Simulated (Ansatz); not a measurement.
Relative stability

The two ends of one reaction step of CH7GeN, closed shell (PBE0-D4/def2-TZVP).

A:

```xyz
10
angstrom
Ge 0.4444 1.3626 -0.0217
H 1.8378 1.9356 -0.3196
N 0.5968 -0.4695 -0.0343
C -0.6070 -1.2546 0.1601
H 1.1412 -0.8098 -0.8143
H -0.0403 1.7641 1.3810
H -0.5710 1.8993 -1.0618
H -1.3427 -1.1795 -0.6547
H -1.1056 -0.9369 1.0802
H -0.3534 -2.3113 0.2852
```

B:

```tsv
atom	x (Å)	y (Å)	z (Å)
Ge1	-0.4603	1.4687	0.5600
H2	2.6295	0.2321	-2.0882
N3	0.0397	-0.0449	-0.0301
C4	-0.6133	-1.2758	0.3297
H5	2.0462	0.1244	-1.6285
H6	-1.6376	1.7193	1.5256
H7	0.3126	2.7016	0.1050
H8	-0.9654	-1.7791	-0.5790
H9	-1.4682	-1.1929	1.0170
H10	0.1171	-1.9535	0.7884
```

Ansatz 0.2.0; basis: def2-TZVPP; cores frozen in the correlated methods. Filled d shells of the heavier atoms are correlated. The def2 sets are not built for correlating such inner shells, so the correlated values are less sure here. B3LYP uses VWN-RPA correlation.

(1) Which structure is lower at CCSD(T), and by how much? (An estimate is asked for; the value comes from the calculation.)

T1 diagnostic: at most 0.016. The restricted Hartree–Fock reference is unstable towards an unrestricted one at one or more of these structures.

## Answers

(1) The calculation gives: A, by 226.4 kJ/mol (electronic energy, against the other). By their contacts, A is CH₇GeN ([CH3][NH][GeH3]) and B is a complex of CH₅GeN ([CH3][N][GeH2]) + H₂.

All methods give the same order:

```csv
method,E(B) − E(A) (kJ/mol)
SPW92,237.2
PBE-D4,208.9
BLYP-D4,192.0
r2SCAN-D4,226.7
B97M-V,231.6
PBE0-D4,240.7
B3LYP-D4,221.1
r2SCAN0-D4,249.8
BHLYP-D4,255.6
CAM-B3LYP-D4,242.6
wB97X-V,250.2
wB97M-V,241.9
B2PLYP,219.2
PBE-QIDH,248.3
RPA on PBE,218.0
HF,281.8
MP2,219.9
CCSD,241.1
CCSD(T),226.4
```

Labels in which every atom is bracketed show which atoms are joined, not bond orders.

For scale, one of the runs: CCSD(T)/def2-TZVPP, 208 basis functions (an equivalent command: `ansatz run in.yaml --threads 4`). Time: 69 s of wall clock on 4 CPU threads; the host was shared. Peak host memory: 2.8 GiB.
